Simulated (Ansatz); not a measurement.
```xyz
4

B     0.0043   -0.0087    0.0026
F     1.3090    0.0089   -0.0044
F    -0.6619    1.1306   -0.0061
F    -0.6494   -1.1399   -0.0063
```

Basis set: STO-3G (spherical functions). Left uncorrelated: 4 orbitals. Charge 0, multiplicity 1.

Computed with Ansatz (development build ahead of 0.2.0); each method stands on the lowest determinant of its kind that the runs found. Restricted open shells among the atoms or ions are ROHF, correlated in semicanonical orbitals with singles.

The atomization energy at this shape (free ground-state atoms in the same class of orbitals less the molecule, no zero-point energy) of singlet BF₃:

| method | atomization energy |
| --- | --- |
| RHF-MP2 | 17.14 eV |

Problem. What does RHF give?

Solution. 15.05 eV.

This basis has no polarisation functions and is too small for such energies, which can lie far from measured ones in either direction.
